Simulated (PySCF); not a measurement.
**Assigning NMR signals**

Bonds (- single, = double, # triple, : aromatic): C1=C2, C2-N3, N3-C4, C4-C5, C5-C6, C5-C7, C7=N8, N8-N3. C1 carries H9, H10; C2 carries H11; C4 carries H12, H13; C5 carries H14; C6 carries H15, H16, H17; C7 carries H18. Stereochemistry as in C=CN1C[C@H](C)C=N1. H12 is cis to C6 on the ring; H9 is cis to N3; H13 is trans to C6 on the ring; H10 is trans to N3.

Rapidly exchanging positions averaged, no solvent, one conformer, relativity neglected. Geometry from GFN2-xTB; GIAO PBE0/pcSseg-1 shieldings; PySCF 2.14.0 with density-fitted response routines.

Chemical shifts δ = σref − σ; TMS for ¹³C (186.93 ppm) and ¹H (31.72 ppm), all at this level.

Q: Assign these signals to the numbered atoms. ¹³C{¹H} NMR (computed): δ 141.7, 141.5, 82.0, 53.7, 44.0, 22.1.

A: 
```tsv
δ (ppm)	atoms	environment	reason
141.7	C2	alkene carbon bearing nitrogen	an sp2 carbon further deshielded by the attached heteroatom
141.5	C7	C=N carbon	–
82.0	C1	β carbon of an enol-ether or enamine type C=C	the O or N lone pair pushes π density onto this β carbon and shields it
53.7	C4	sp3 CH2 bonded to N	pulled downfield by the heteroatom
44.0	C5	sp3 CH in a ring	aliphatic region, no heteroatom directly attached
22.1	C6	methyl carbon	a saturated carbon with 1 carbon neighbour and no heteroatom attached
```

C2 and C7 lie closer than the usual error of such a calculation, so a measured spectrum could show them in the other order.

Q: Assign these signals to the numbered atoms. ¹H NMR (400 MHz, computed): δ 7.15 (m, 1H), 6.16 (d, 1H), 3.93 (m, 1H), 3.68 (m, 1H), 3.56 (m, 1H), 3.19 (m, 1H), 2.99 (m, 1H), 1.18 (d, 3H).

A: 
7.15 → H11, hydrogen on an alkene carbon bearing nitrogen: olefinic region
6.16 → H18, hydrogen on a C=N carbon
3.93 → H10, hydrogen on a β carbon of an enol-ether or enamine type C=C: lone-pair donation from O or N shields it, upfield of ordinary alkene protons
3.68 → H13, hydrogen on an sp3 CH2 bonded to N: its carbon carries N, an electronegative neighbour
3.56 → H9, hydrogen on a β carbon of an enol-ether or enamine type C=C: lone-pair donation from O or N shields it, upfield of ordinary alkene protons
3.19 → H14, hydrogen on an sp3 CH in a ring
2.99 → H12, hydrogen on an sp3 CH2 bonded to N: its carbon carries N, hence the downfield position
1.18 → H15/H16/H17, hydrogen on a methyl carbon

Shifts are as computed. Against solution values, carbons near 30 ppm lie about +3 ppm off and those near 130 ppm about +5 ppm. Of 1211 compounds with measured shifts, 218 miss one by over three times the rms of a fit or turn the order of signals round; such compounds aren't used in these exercises. No couplings were computed; multiplicities are counted from neighbouring protons, with m where these are inequivalent, close in shift, in a saturated or five-membered ring or joined by F or P, and br s for small geminal =CH2 splittings.
